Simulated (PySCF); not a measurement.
Worked example: chemical shift, span and skew from a shielding tensor

BFH₄N₂, SMILES FB(N)N. Atoms are numbered in the order given.

```xyz
8

B      0.0000     0.0000     0.0192
F      0.0000     0.0000     1.3730
N      0.0000    -1.2523    -0.6383
H      0.0000    -2.1185    -0.1167
H      0.0000    -1.3710    -1.6415
N      0.0000     1.2523    -0.6383
H      0.0000     1.3710    -1.6415
H      0.0000     2.1185    -0.1167
```
Charge 0, spin multiplicity 1.

The structure is a stationary point at B3LYP-D3(BJ)/def2-SVP. One conformer was computed; it need not be the lowest.

GIAO shieldings from PBE0/pcSseg-1 (PySCF), non-relativistic, no solvent. The symmetric part of the tensor of F2 has the principal values 231.6, 334.4, 414.1 ppm. The same nucleus in CFCl3 has σ = 167.2 ppm at this level (PySCF, at its B3LYP-D3(BJ)/def2-TZVP geometry).

Q: Work out the isotropic shielding, the ¹⁹F shift against CFCl3, the span and the skew.

A: 
σ(iso) = (σ11 + σ22 + σ33)/3 = 326.7 ppm. δ = σ(ref) − σ(iso) = 167.2 − (326.7) = -159.5 ppm.
Span Ω = σ33 − σ11 = 182.5 ppm. Skew κ = 3(σ(iso) − σ22)/Ω = -0.13. Tumbling in solution averages the tensor to δ; in a static solid the shielding alone would spread this spin-1/2 line over Ω.
